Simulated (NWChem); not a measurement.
# Basis-set convergence for H₄HfS

```xyz
6

Hf    -0.0303     0.4253     0.0000
H     -1.8454     0.8235     0.0000
H      0.7970     1.1224     1.5050
H      0.7970     1.1224    -1.5050
S      0.2240    -1.9808     0.0000
H     -1.1500    -1.9993     0.0000
```
Charge 0, spin multiplicity 1.

Program: NWChem. Structure: optimised with PBE/def2-SVP with def2 effective core potentials on Hf, a minimum by its harmonic frequencies.

Quantity: dipole moment at the level PBE.

Effective core potentials replace the inner electrons of Hf; spin-orbit coupling is left out. The structure started from a generated list of species.

The cost column gives rough processor time relative to def2-SVP; each entry includes its own SCF.

| basis | functions | dipole moment (D) | relative cost |
|---|---|---|---|
| def2-SVP | 70 | 0.92 | 1 |
| def2-SVPD | 94 | 0.75 | under 3 |
| def2-TZVP | 101 | 0.77 | under 3 |
| def2-TZVPD | 125 | 0.71 | under 3 |
| def2-TZVPP | 154 | 0.74 | 4 |

Smallest basis within 0.1 D of def2-TZVPP, the largest set run: def2-SVPD, with 94 functions against 154 (also within reach: def2-TZVP, def2-TZVPD). def2-TZVPP isn't the basis-set limit itself, and a small set can land close by cancellation.
